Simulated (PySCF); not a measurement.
Compound: C6H10N2Si.
SMILES with atom numbers: `[CH3:1][Si@@H:2]([C:3]#[N:4])[NH:5][C@@H:6]1[C@@H:7]2[CH2:8][C@H:9]12`

NICS = −σ at a ghost point: NICS(0) at the centroid of the ring atoms, NICS(1) 1 Å to either side along the normal of their mean plane, zz for the tensor component along that normal. Level: GIAO PBE0/pcSseg-1 (PySCF, non-relativistic, gas phase) on the GFN2-xTB geometry, one conformer.

Rings: 1. C6–C7–C9; 2. C7–C8–C9.

```json
{"set": "P", "NICS(0)": "-45.5", "NICS(1), two faces": "-12.7 / -7.8", "NICS(1)zz, two faces": "-28.0 / -23.9"}
{"set": "Q", "NICS(0)": "-46.3", "NICS(1), two faces": "-8.5 / -13.4", "NICS(1)zz, two faces": "-24.3 / -14.8"}
```

**Question.** Which set (ppm) belongs to which ring?

**Answer.** P = 2, Q = 1.
- 1 (3-membered carbocycle; formal bonds all single): mean NICS(1)zz -19.5 ppm, shielded. C6, C7, C9 have four or more neighbours, so the value isn't read as a sign of a π ring current.
- 2 (3-membered carbocycle; formal bonds all single): mean NICS(1)zz -25.9 ppm, shielded. C7, C8, C9 have four or more neighbours; no verdict on aromaticity is drawn.

**Question.** How do the rings differ in shape?

**Answer.** 
```tsv
ring	bond lengths (Å)	rms pucker (Å)	HOMA	nearest outside atom to a NICS(1) probe (Å)
1	1.498, 1.489, 1.492	0.00	–	carbon 1.07
2	1.496, 1.497, 1.489	0.00	–	carbon 1.07
```

Time: 71 s wall; peak memory 0.94 GiB. Hardware: one thread of an Arm Neoverse N1, shared host with 64 logical CPUs at a one-minute load of 60. This is the whole shielding run at PBE0/pcSseg-1, SCF included.

Shape of the structure used: `[CH3:1][Si@@H:2]([C:3]#[N:4])[NH:5][C@@H:6]1[C@@H:7]2[CH2:8][C@H:9]12`: C1–Si2–N5–C6 -44°, Si2–N5–C6–C7 133°.
